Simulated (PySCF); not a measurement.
An unknown is described by computed data only.

Formula: BFH4N2.

| Quantity | Value |
| --- | --- |
| Rotational structure | rotational constants A, B, C: 9.718, 8.926, 4.653 GHz [PBE0-D3(BJ)/def2-SVP] |
| XPS | B1s 197.5, N1s 405.1 (×2), F1s 692.2 eV [ΔSCF SCAN, pcX-2 on the ionised atom, pcseg-1 elsewhere, spin-free X2C] |
| NMR, other nuclei | isotropic shieldings of nuclei other than C and H, by class: 79 (1 B), 221 (2 N), 327 (1 F) ppm [GIAO PBE0/pcSseg-1] |
| Dipole | 2.39 D [CAM-B3LYP/def2-SVPD] |
| 1H NMR | chemical shifts (computed TMS as zero) by class: 1.50 (4 H) ppm [GIAO PBE0/pcSseg-1] |
| Polarisability | 32.5 au [CAM-B3LYP/def2-SVPD] |
| UV, strongest line | among the 10 lowest singlet transitions: S7 at 8.90 eV (139 nm, f = 0.306) [TDDFT CAM-B3LYP/def2-SVPD] |

Electronic properties: PySCF, gas phase, density fitting. Levels stand in brackets. Isolated species at its PBE0-D3(BJ)/def2-SVP geometry, gas phase. NMR classes are plain means over equivalent atoms (diastereotopic ones count apart unless rotation or inversion swaps them), as if these changed places fast.

Q: Give a SMILES that accounts for the data.

A: Numbering: `[NH2:1][B:2]([NH2:3])[F:4]`. All hydrogens form one class (1.50 ppm): N–H hydrogen. The other shieldings belong to: 79 ppm, three-coordinate boron [B2]; 221 ppm, boron-bound nitrogen [N1/N3]; 327 ppm, boron-bound fluorine [F4]. The core levels belong to: B1s 197.5 eV, three-coordinate boron [B2]; N1s 405.1 eV, boron-bound nitrogen [N1/N3]; F1s 692.2 eV, boron-bound fluorine [F4]. The optimised geometry has point group C2v and is an asymmetric top. Structure: `FB(N)N`. The assignments are read from this structure; whether some other isomer fits the data as well wasn't checked.

Shape of the structure used: `[NH2:1][B:2]([NH2:3])[F:4]`: H–N1–B2–N3 180°, H–N1–B2–N3 0°, H–N3–B2–N1 0°, H–N3–B2–N1 180°.
